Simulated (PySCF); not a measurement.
CaF₂, SMILES [Ca]([F])[F]. Geometry: PBE0-D3(BJ)/def2-TZVP. The isomer is the one that the SMILES or the coordinates give; other isomers of the formula were not compared.

Q: Give the equilibrium geometry at PBE0-D3(BJ)/def2-TZVP (PySCF confirms it by a frequency run) as a Z-matrix, and its point group. (Estimate from the structure and the level; the computed values follow.)

A: point group C2v.
```
Ca
F 1 1.9952
F 1 1.9952 2 144.53
```
